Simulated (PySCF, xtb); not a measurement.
C2H9ClSi3, SMILES C=C(Cl)[SiH2][SiH2][SiH3].

GFN2-xTB (xtb) at its own geometry gives an orbital gap of 3.40 eV and a dipole moment of 1.29 D.

Geometry: B3LYP-D3(BJ)/def2-SVP. This is a generated structure with no PubChem entry under its InChIKey; it may be hypothetical. Other conformers were not sampled.

Task: What does PBE/def2-TZVP (PySCF) give? (An estimate is asked for; the answer gives what the named calculation found.)

Result: gap 4.58 eV (levels -6.46 and -1.88 eV), dipole 1.26 D.
